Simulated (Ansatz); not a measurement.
Re2O6⁻. Charge -1, multiplicity 2. Geometry PBE-D4/def2-SVPD; atoms count from 1.

Cartesian coordinates in Å:
```
Re -0.665 0.737 -0.020
Re 0.707 -1.437 0.103
O 2.030 -1.521 -1.019
O 0.570 0.060 1.338
O -0.214 2.128 -1.279
O -2.313 0.309 0.176
O 0.036 2.588 0.106
O -0.150 -2.865 0.596
```

In the def2 sets Re takes a core potential; there is no spin–orbit coupling. The structure holds one bond between oxygen atoms, so isomers without such links may lie far lower. No other spin state of charge -1 was run. The structure comes from a short search, and lower isomers may exist.

(1) Estimate the Mulliken populations from the PBE0/def2-TZVPD orbitals of Ansatz.

(2) Where does the spin sit?

(3) And the Mayer bond orders between bonded heavy atoms (over 0.3)?

## Answers

(1) 
| atom | charge (e) | spin (α − β) | d electrons |
| --- | --- | --- | --- |
| Re1 | 1.21 | 0.39 | 4.61 |
| Re2 | 1.05 | 0.59 | 4.52 |
| O3 | -0.66 | -0.04 | – |
| O4 | -0.56 | -0.01 | – |
| O5 | -0.42 | 0.03 | – |
| O6 | -0.59 | 0.02 | – |
| O7 | -0.38 | 0.01 | – |
| O8 | -0.65 | 0.01 | – |
Mulliken values and Mayer orders depend strongly on the basis. With diffuse functions, as here, like atoms can get unlike values, and bond orders can come out too low or too high.

(2) Summed by element: Re 0.98, O 0.02, of 1 unpaired in all. Largest on single atoms: Re2 0.59, Re1 0.39, O3 -0.04.

(3) Re1–Re2 1.15 (2.57 Å); Re1–O4 0.65 (1.96 Å); Re1–O5 0.94 (1.93 Å); Re1–O6 1.84 (1.71 Å); Re1–O7 0.75 (1.98 Å); Re2–O3 1.82 (1.74 Å); Re2–O4 0.68 (1.95 Å); Re2–O8 1.86 (1.74 Å); O5–O7 0.66 (1.48 Å).
